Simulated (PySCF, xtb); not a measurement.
NbOCl3, SMILES [O]=[Nb]([Cl])([Cl])[Cl], multiplicity 1.

Harmonic wavenumbers (cm⁻¹) from GFN2-xTB in xtb 6.7.1 at its own minimum, in rising order: 109, 109, 121, 150, 150, 327, 363, 364, 844.

Problem. What does PySCF with PBE-D3(BJ)/def2-SVP give at its own minimum? (Estimate from the structure and the level; the computed values follow.)

Solution. 101, 101, 124, 213, 213, 382, 436, 436, 1008. Paired by order, the mean absolute difference is 57 cm⁻¹ and the zero-point energies are 3.6 and 4.3 kcal/mol.
